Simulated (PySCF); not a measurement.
How methods differ on the excitation energy of B

B [He] 2s2 2p1 (2P) → B [He] 2s1 2p1 3s1 (4P), as a difference of total energies. All numbers are calculated (PySCF 2.14, scalar relativity by spin-free X2C-1e, in aug-cc-pVDZ-DK). Correlated levels: valence: 1s2 frozen. The calculations carry no spin-orbit coupling.

```csv
method,excitation energy (eV)
UHF,8.167
LDA,9.349
PBE,9.275
PBE0,9.258
r2SCAN,9.173
TPSSh,9.512
B3LYP,9.583
PBEsol,9.211
HSE06,9.250
MP2 (valence),9.050
SCS-MP2 (valence),9.276
```

How much does correlation contribute at MP2 (valence)?

9.050 − (8.167) = 0.883 eV, measured against UHF.

The upper state lies above the first ionisation limit, but in LS coupling its spin forbids autoionisation to the ground ion. A Rydberg-like electron needs more diffuse functions than a valence basis has.

The promoted electron is Rydberg-like, and one or two diffuse shells describe it only roughly, which tends to raise the upper state.
